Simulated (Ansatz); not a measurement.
`Br[Si](Br)(Br)Br` + HCl → `Cl[Si](Br)(Br)Br` + HBr at 600 K and 1 bar (ligand exchange at the Si–Br bond).

Program: Ansatz. Geometries: PBE0-D4/def2-TZVP. ΔE: electronic, gas phase. CCSD(T)/CBS adds triple-zeta CCSD(T) − MP2 to the extrapolated MP2 energy (def2 sets, frozen cores). This one scheme is used for every species. For Br outer-core shells are correlated without core-valence functions, which leaves a few kJ/mol of doubt a bond. Scalar relativity is left out up to krypton.

| species | CCSD(T)/CBS energy (Eh) | H − E (kJ/mol) | S (J/(mol·K)) |
| --- | --- | --- | --- |
| `Br[Si](Br)(Br)Br` | -10582.54636 | 66.9 | 450.5 |
| HCl | -460.38127 | 35.4 | 207.2 |
| `Cl[Si](Br)(Br)Br` | -8469.00948 | 67.3 | 449.4 |
| HBr | -2573.91920 | 33.5 | 219.1 |

H − E and S are ideal-gas, rigid-rotor, harmonic terms from PBE0-D4/def2-TZVP. 1 Eh = 2625.50 kJ/mol, R = 8.31446 J/(mol·K).

Q: By hand: ΔE, ΔH, ΔS and ΔG.

A: ΔE = (-8469.00948) + (-2573.91920) − (-10582.54636) − (-460.38127) = -0.00105 Eh = -2.8 kJ/mol. Δ(H − E) = 67.3 + 33.5 − 66.9 − 35.4 = -1.5, so ΔH = -4.3 kJ/mol. ΔS = 449.4 + 219.1 − 450.5 − 207.2 = 10.8 J/(mol·K). ΔG = -4.3 − 600 × (10.8)/1000 = -10.8 kJ/mol.

Q: By hand: the equilibrium constant, and the temperature at which ΔG would vanish if ΔH and ΔS stayed fixed.

A: log₁₀ K = −ΔG/(RT ln 10) = 0.9. ΔH and −TΔS have one sign here, so there is no such temperature.

TΔS isn't small against ΔH here. A doubt of 5 kJ/mol in ΔE shifts log₁₀ K by 0.4 here. These are equilibria of isolated gas molecules and say nothing of rates. Largest T1 diagnostic: 0.007 (customary marks: 0.02 for closed shells, 0.045 for open ones).
